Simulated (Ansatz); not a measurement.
H$_{7}$OPSi$_{2}$ (`OP[SiH2][SiH3]`), relaxed with RKS PBE0-D4/def2-TZVP in the Gaussian-basis code of Ansatz from a PBE-D4/def2-SVP geometry. The force threshold is 0.005 eV/Å; the program also tests the step.

The species carries charge 0 and has multiplicity 1.

Start:

```xyz
11

O     0.753    1.318   -2.575
P     0.912   -0.068   -1.594
Si   -0.091    0.704    0.315
Si   -0.534   -1.141    1.712
H     1.643    1.507   -2.928
H    -0.291   -0.760   -2.004
H    -1.362    1.459    0.019
H     0.865    1.641    1.005
H     0.748   -1.854    2.050
H    -1.448   -2.109    1.009
H    -1.194   -0.698    2.991
```

| step | energy (eV) | largest force (eV/Å) | largest move (Å) |
| --- | --- | --- | --- |
| 1 | -27194.6004 | 0.881 | 0.000 |
| 2 | -27194.6412 | 0.583 | 0.057 |
| 3 | -27194.6504 | 0.212 | 0.048 |
| 4 | -27194.6540 | 0.085 | 0.033 |
| 5 | -27194.6552 | 0.028 | 0.029 |
| 6 | -27194.6554 | 0.020 | 0.016 |
| 7 | -27194.6554 | 0.003 | 0.009 |
| 8 | -27194.6555 | 0.004 | 0.005 |

End:

```xyz
11

O     0.774    1.314   -2.517
P     0.916   -0.031   -1.546
Si   -0.091    0.720    0.334
Si   -0.533   -1.139    1.688
H     1.581    1.421   -3.026
H    -0.250   -0.739   -1.963
H    -1.350    1.459    0.040
H     0.846    1.640    1.036
H     0.733   -1.843    2.026
H    -1.430   -2.090    0.977
H    -1.195   -0.713    2.950
```

It took 15 s on 4 threads of an Intel Xeon Platinum 8488C on a shared host, with 0.48 GiB of host memory at the peak.
